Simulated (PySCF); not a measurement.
## Which basis set comes closest?

Molecule: `CCP(=S)(CC)CC`, C₆H₁₅PS.

Molfile (atoms numbered from 1):
```
C6H15PS
     RDKit          3D

 23 22  0  0  0  0  0  0  0  0999 V2000
    2.8743    0.3621    0.6817 C   0  0  0  0  0  0  0  0  0  0  0  0
    1.9643   -0.4344   -0.2385 C   0  0  0  0  0  0  0  0  0  0  0  0
    0.4210   -0.9876    0.5828 P   0  0  0  0  0  5  0  0  0  0  0  0
    0.7199   -2.0613    2.1897 S   0  0  0  0  0  0  0  0  0  0  0  0
   -0.4848   -1.8685   -0.7457 C   0  0  0  0  0  0  0  0  0  0  0  0
   -1.8408   -2.3864   -0.2954 C   0  0  0  0  0  0  0  0  0  0  0  0
   -0.5441    0.5327    0.9335 C   0  0  0  0  0  0  0  0  0  0  0  0
   -0.8578    1.4393   -0.2453 C   0  0  0  0  0  0  0  0  0  0  0  0
    3.0450   -0.1933    1.6163 H   0  0  0  0  0  0  0  0  0  0  0  0
    2.4370    1.3381    0.9432 H   0  0  0  0  0  0  0  0  0  0  0  0
    3.8476    0.5510    0.2048 H   0  0  0  0  0  0  0  0  0  0  0  0
    1.6971    0.1286   -1.1491 H   0  0  0  0  0  0  0  0  0  0  0  0
    2.4569   -1.3652   -0.5645 H   0  0  0  0  0  0  0  0  0  0  0  0
   -0.5642   -1.2008   -1.6205 H   0  0  0  0  0  0  0  0  0  0  0  0
    0.1766   -2.7030   -1.0311 H   0  0  0  0  0  0  0  0  0  0  0  0
   -2.5417   -1.5638   -0.0843 H   0  0  0  0  0  0  0  0  0  0  0  0
   -2.2968   -3.0205   -1.0701 H   0  0  0  0  0  0  0  0  0  0  0  0
   -1.7316   -2.9811    0.6240 H   0  0  0  0  0  0  0  0  0  0  0  0
    0.0298    1.0558    1.7154 H   0  0  0  0  0  0  0  0  0  0  0  0
   -1.4585    0.1748    1.4334 H   0  0  0  0  0  0  0  0  0  0  0  0
   -1.4187    2.3256    0.0882 H   0  0  0  0  0  0  0  0  0  0  0  0
    0.0557    1.8008   -0.7422 H   0  0  0  0  0  0  0  0  0  0  0  0
   -1.4739    0.9311   -1.0028 H   0  0  0  0  0  0  0  0  0  0  0  0
  1  2  1  0
  2  3  1  0
  3  4  2  0
  3  5  1  0
  5  6  1  0
  3  7  1  0
  7  8  1  0
  1  9  1  0
  1 10  1  0
  1 11  1  0
  2 12  1  0
  2 13  1  0
  5 14  1  0
  5 15  1  0
  6 16  1  0
  6 17  1  0
  6 18  1  0
  7 19  1  0
  7 20  1  0
  8 21  1  0
  8 22  1  0
  8 23  1  0
M  END
```

Geometry PBE0-D3(BJ)/def2-SVP throughout; GIAO in PySCF, gas phase, one conformer, non-relativistic; equivalent atoms averaged; functional PBE0.

Reference values (measured; NMR Tables: representative 31P chemical shifts referenced to 85 % H3PO4 (instrument maker's almanac)): δ(P3) = 54.5 ppm vs 85 % H3PO4. Computed shifts are taken against H3PO4, calculated as an isolated molecule at each level.

Question: How do the basis sets STO-3G, 6-31G, 6-31G*, 6-311+G(2d,p) perform against the reference? Times are CPU seconds on 1 thread of an Intel Xeon Platinum 8259CL, shared host.

Answer: 
```csv
basis set,functions,P3,abs. error P,core-s
STO-3G,63,-59.6,114.1,15
6-31G,110,-22.2,76.7,27
6-31G*,150,40.9,13.6,39
"6-311+G(2d,p)",322,33.4,21.1,120
```

For $^{31}$P the closest is 6-31G* (13.6 ppm) and the furthest STO-3G (114.1 ppm). Where a smaller basis beats a larger one, errors probably cancel. One molecule is a small sample, and vibrational and solvent effects are absent from the calculation.

A small basis that lands close on one nucleus may do so by chance; judge by the trend and by all nuclei.
